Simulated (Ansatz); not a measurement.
`[NH2][Cd][NH2]` + HBr → `[NH2][Cd][Br]` + NH₃ at 500 K and 1 bar (ligand exchange at a Cd–N bond).

Program: Ansatz. Geometries: PBE0-D4/def2-TZVP. ΔE: electronic, gas phase. CCSD(T)/CBS adds triple-zeta CCSD(T) − MP2 to the extrapolated MP2 energy (def2 sets, frozen cores). This one scheme is used for every species. def2 core potentials past Kr. For Br, Cd outer-core shells are correlated without core-valence functions, which leaves a few kJ/mol of doubt a bond. Scalar relativity is left out up to krypton. One conformer a species, not always the lowest.

| species | CCSD(T)/CBS energy (Eh) | H − E (kJ/mol) | S (J/(mol·K)) |
| --- | --- | --- | --- |
| `[NH2][Cd][NH2]` | -279.51838 | 165.8 | 350.6 |
| HBr | -2573.91920 | 30.5 | 213.7 |
| `[NH2][Cd][Br]` | -2796.98951 | 97.7 | 354.4 |
| NH₃ | -56.50880 | 108.2 | 211.8 |

H − E and S are ideal-gas, rigid-rotor, harmonic terms from PBE0-D4/def2-TZVP, for one conformer and one mirror image of each species. 1 Eh = 2625.50 kJ/mol, R = 8.31446 J/(mol·K).

Task: By hand: ΔE, ΔH, ΔS and ΔG.

Result: ΔE = (-2796.98951) + (-56.50880) − (-279.51838) − (-2573.91920) = -0.06073 Eh = -159.4 kJ/mol. Δ(H − E) = 97.7 + 108.2 − 165.8 − 30.5 = 9.6, so ΔH = -149.8 kJ/mol. ΔS = 354.4 + 211.8 − 350.6 − 213.7 = 1.9 J/(mol·K). ΔG = -149.8 − 500 × (1.9)/1000 = -150.8 kJ/mol.

Task: By hand: the equilibrium constant, and the temperature at which ΔG would vanish if ΔH and ΔS stayed fixed.

Result: log₁₀ K = −ΔG/(RT ln 10) = 15.8. ΔH and −TΔS have one sign here, so there is no such temperature.

The number of gas molecules stays the same, so ΔS is small and ΔH decides. A doubt of 5 kJ/mol in ΔE shifts log₁₀ K by 0.5 here. Other conformers and mirror images would add mixing entropy, several J/(mol·K) or more a flexible species. These are equilibria of isolated gas molecules and say nothing of rates. Largest T1 diagnostic: 0.014 (customary marks: 0.02 for closed shells, 0.045 for open ones).

ΔS is within the doubt of such terms, so its sign, and with it that verdict, could turn.
